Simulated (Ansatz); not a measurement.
Born–Oppenheimer molecular dynamics of ClH$_{6}$NOSn (10 atoms, charge 0, multiplicity 1). It starts at the highest image of a converged band, a first-order saddle point between two minima.

Method: RHF/def2-SVP (Ansatz 0.2.0).

| Property | Result |
| --- | --- |
| ensemble | NVE (velocity Verlet) |
| time step | 0.5 fs |
| steps asked | 200 |
| starting velocities drawn for | 100 K |
| seed | 6275 |

First frame:

```xyz
10
Properties=species:S:1:pos:R:3
Sn 0.001 0.382 -0.186
Cl 1.184 -0.132 3.042
H 1.414 -0.435 -0.596
O -0.539 1.352 -1.808
H -1.455 1.522 -1.963
H -1.346 -0.423 0.446
N 0.522 1.888 1.183
H 1.290 2.469 0.883
H -0.232 2.501 1.451
H 0.892 1.061 2.210
```

(1) How far do the bonds stretch over the last three quarters of this one trajectory? (Pairs bonded in most of those frames.)

Answers

(1) 
```tsv
bond	mean (Å)	spread (Å)	shortest	longest
Sn1–H3	1.677	0.005	1.67	1.69
Sn1–O4	1.975	0.013	1.95	1.99
Sn1–H6	1.684	0.007	1.67	1.70
Sn1–N7	2.190	0.027	2.15	2.24
O4–H5	0.944	0.001	0.94	0.95
N7–H8	1.009	0.011	0.98	1.03
N7–H9	1.011	0.021	0.98	1.04
N7–H10	1.065	0.085	0.93	1.20
```

Mean temperature of the second half: 420 K. The conserved energy stayed within 0.49 meV per atom of its start (net change 0.19 meV per atom), so the integration is sound. The kinetic energy rose, since the run started high on the potential surface and went downhill. A run of 0.1 ps of so small a system gives no equilibrium averages. The orbitals stay closed-shell, which can raise the energy where a bond breaks towards radicals; this wasn't checked here.

Run time: 4.3 min on 2 threads of Arm Neoverse V2 (shared host), peak memory 0.21 GiB.
